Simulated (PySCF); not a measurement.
Spinor energies of Cl²⁺ (chlorine, charge +2)

Start: [Ne] 3s2 3p3; 3p3/2 filled at m_j = -1/2, +1/2, +3/2. Calculated with PySCF 2.14 in x2c-TZVPall-2c with one added diffuse shell each of s, p type (6s7p2d1f, 44 functions): generalised Hartree-Fock with the X2C-1e Hamiltonian and a Gaussian nucleus; one run each with spin-orbit coupling (SO) switched off, then screened by Boettger's factors. This is a chosen level, not necessarily the ground level.

```json
{"spinor shell": "1s1/2", "electrons": "2", "ε, spin-free (eV)": "-2892.4", "ε, screened SO (eV)": "-2892.4", "weight of nominal j (screened SO)": "1.000", "rms radius, screened SO (bohr)": "0.105"}
{"spinor shell": "2s1/2", "electrons": "2", "ε, spin-free (eV)": "-318.00", "ε, screened SO (eV)": "-318.00", "weight of nominal j (screened SO)": "1.000", "rms radius, screened SO (bohr)": "0.478"}
{"spinor shell": "2p1/2", "electrons": "2", "ε, spin-free (eV)": "-247.15", "ε, screened SO (eV)": "-248.82", "weight of nominal j (screened SO)": "0.820", "rms radius, screened SO (bohr)": "0.449"}
{"spinor shell": "3s1/2", "electrons": "2", "ε, spin-free (eV)": "-52.245", "ε, screened SO (eV)": "-52.244", "weight of nominal j (screened SO)": "1.000", "rms radius, screened SO (bohr)": "1.56"}
{"spinor shell": "3p3/2", "electrons": "3", "ε, spin-free (eV)": "-39.684", "ε, screened SO (eV)": "-39.684", "weight of nominal j (screened SO)": "0.657", "rms radius, screened SO (bohr)": "1.72"}
```

Question: Where does 2p3/2 lie, and what is the 2p spin-orbit splitting (screened SO)?

Answer: At -246.31 eV, 2.504 eV above 2p1/2.

```tsv
quantity	spin-free	screened SO
E (hartree)	-459.62685	-459.62795
M_J	3/2	3/2
⟨J²⟩	3.751	3.751
⟨L²⟩	0.000	0.001
⟨S²⟩	3.751	3.749
```

Each row is a mean over spinors that exchange with the open shell spreads, by up to 10.955 eV (3s1/2).

Rows whose weight is well below 1 are mixtures of j = l ± 1/2: exchange outweighs spin-orbit coupling there, and the label is only the starting occupation.

Without spin-orbit coupling the j labels of p, d and f shells carry no meaning; the spin-free column gives the mean over the occupied spinors of each nl shell.
